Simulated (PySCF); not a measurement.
Atom-mapped SMILES (the numbers label the heavy atoms): `[CH2:1]=[CH:2][Si:3]([CH:4]=[CH2:5])([CH:6]=[CH2:7])[CH:8]=[CH2:9]`; H(Xn) means a hydrogen on atom n. Ha(C1), Ha(C5), Ha(C7), Ha(C9) are cis to Si3; Hb(C1), Hb(C5), Hb(C7), Hb(C9) are trans to Si3.

[PySCF 2.14.0 with density-fitted response routines: NMR shieldings at KT2/pcSseg-1/GIAO; geometry from PBE0-D3(BJ)/def2-SVP; one computed conformer; no relativistic terms; in vacuum; rapidly exchanging positions averaged]

δ = σ(ref) − σ, references computed at the same level: ¹³C (σ = 183.22 ppm) and ¹H (σ = 31.18 ppm) and ²⁹Si (σ = 361.05 ppm) vs TMS.

| atoms | nucleus | count | δ (ppm) |
| --- | --- | --- | --- |
| Hb(C1)/Hb(C5)/Hb(C7)/Hb(C9) | ¹H | 4 | ? |
| Ha(C1)/Ha(C5)/Ha(C7)/Ha(C9) | ¹H | 4 | 5.97 |
| H(C2)/H(C4)/H(C6)/H(C8) | ¹H | 4 | 6.09 |
| C1/C5/C7/C9 | ¹³C | 4 | 136.1 |
| C2/C4/C6/C8 | ¹³C | 4 | 131.7 |
| Si3 | ²⁹Si | 1 | ? |

Complete the table.

Results:


- Hb(C1)/Hb(C5)/Hb(C7)/Hb(C9): 6.31 ppm, hydrogen on a terminal =CH2 carbon; olefinic region
- Si3: -23.7 ppm, silicon bonded to 4 C

Shifts are as computed. Against solution values, carbons near 30 ppm lie about +2 ppm off and those near 130 ppm about -5 ppm. Of 1211 compounds with measured shifts, 218 miss one by over three times the rms of a fit or turn the order of signals round; such compounds aren't used in these exercises.
